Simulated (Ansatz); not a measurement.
# A geometry optimisation of CAlFO2 with B3LYP/6-31G*

The starting geometry of this gas-phase singlet was optimised with GFN2-xTB; its bonds are those of `O=C(F)[O][Al]`.

```yaml
atoms:
  - { symbol: C, position_ang: [-1.4004, -0.4668, 2.1564] }
  - { symbol: Al, position_ang: [-2.2531, -2.0891, -0.1985] }
  - { symbol: F, position_ang: [-1.4129, 0.8532, 1.8189] }
  - { symbol: O, position_ang: [-1.0858, -0.8008, 3.2365] }
  - { symbol: O, position_ang: [-1.7700, -1.1739, 1.1367] }
```

**Question.** Predict what it relaxes into with B3LYP/6-31G*.

**Answer.** A new bond forms, giving a structure given below by its coordinates. Distances that change by over a tenth: Al2–O5 (1.69 → 2.06 Å). Contacts that close: Al2–O4 (3.85 → 2.06 Å).

The energy falls by 0.27 eV over 24 steps:

```
step  E − E(last) (eV)
   1             0.273
   4             0.196
   6             0.192
   9             0.185
  11             0.168
  14             0.157
  16             0.152
  19             0.106
  21             0.018
  24             0.000
```

Final geometry (Å):

```xyz
5

C    -1.5182   -0.3273    1.8088
Al   -1.8636   -2.4556    0.8765
F    -1.3239    0.8702    2.3334
O    -1.1996   -1.3475    2.4759
O    -2.0170   -0.4173    0.6553
```

No frequencies were run, so the end isn't proven a minimum. Run with Ansatz 0.2.0, 53 s on 1 thread of Arm Neoverse V1, with other jobs on the host.
